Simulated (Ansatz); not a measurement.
A nudged elastic band was laid between two geometries of CH₈N₂OSi₂ (14 atoms, charge 0, multiplicity 1).

These are results of RKS PBE/def2-SVP in Ansatz, not measurements.

```json
{"movable images": "5", "climbing image": "yes", "spring": "5.0 eV/Å²", "optimiser": "quadratic models (default)", "start path": "through a guess of the saddle point", "force threshold": "0.03 eV/Å", "iteration limit": "60", "end points": "relaxed"}
```

First end point:

```xyz
14
Properties=species:S:1:pos:R:3
N -2.814 0.474 0.494
Si -1.114 0.639 0.379
N -0.349 -0.067 -1.022
C 0.537 -0.853 -0.149
Si 2.384 -0.303 -0.146
O -0.065 -0.513 1.127
H -3.386 1.128 1.030
H -3.304 -0.394 0.271
H -0.856 2.052 0.817
H -0.104 0.196 -1.977
H 0.446 -1.956 -0.323
H 2.985 -0.493 -1.519
H 2.434 1.159 0.204
H 3.193 -1.097 0.843
```

Last end point:

```xyz
14
Properties=species:S:1:pos:R:3
N -2.824 0.507 0.395
Si -1.134 0.690 0.192
N -0.359 -0.380 -0.947
C 0.567 -0.836 0.103
Si 2.394 -0.257 -0.104
O -0.032 -0.145 1.229
H -3.418 1.272 0.718
H -3.280 -0.405 0.459
H -0.929 2.177 0.173
H -0.139 -0.418 -1.943
H 0.513 -1.942 0.272
H 2.403 1.243 -0.216
H 3.241 -0.691 1.062
H 2.985 -0.844 -1.364
```

Problem. What changes between the two ends?

Solution. No bond is made or broken. The dihedral N3–C4–Si5–H13 goes from 55 to 176°. The two ends are copies of one structure, up to a mirror image or an exchange of like atoms.

Problem. Give the energies along the band, and the barrier.

Solution. The forces met the threshold. The highest image is number 3 of 0 to 6, 0.125 eV above the ends, which have the same energy within 2 meV. A vibrational analysis at the climbing image gives one clearly imaginary mode, 163i cm⁻¹: a first-order saddle point.

```tsv
image	path coordinate (Å)	energy (eV)	dihedral N3–C4–Si5–H13 (°)
0	0.00	0.000	55
1	0.74	0.031	74
2	1.47	0.094	95
3	2.21	0.125	116
4	2.98	0.093	138
5	3.76	0.030	157
6	4.53	0.000	176
```

Problem. What is the geometry of the highest image?

Solution. 
```xyz
14
Properties=species:S:1:pos:R:3
N -2.853 0.455 0.432
Si -1.166 0.672 0.231
N -0.380 -0.337 -0.960
C 0.562 -0.809 0.071
Si 2.419 -0.257 -0.144
O -0.044 -0.180 1.228
H -3.449 1.192 0.813
H -3.292 -0.467 0.467
H -0.986 2.164 0.268
H -0.101 -0.223 -1.935
H 0.522 -1.921 0.200
H 2.577 0.517 -1.430
H 2.848 0.623 0.997
H 3.329 -1.458 -0.210
```

Problem. What are the harmonic wavenumbers there?

Solution. 163i, 91, 124, 229, 233, 304, 326, 368, 407, 487, 575, 629, 666, 722, 729, 750, 852, 870, 899, 900, 905, 959, 967, 1026, 1181, 1218, 1267, 1477, 2138, 2151, 2166, 2178, 2873, 3503, 3548, 3609 cm⁻¹.

Run time: 3.9 min on 2 threads of AMD EPYC 7R13 Processor (Zen 3) (shared host), peak memory 0.2 GiB.
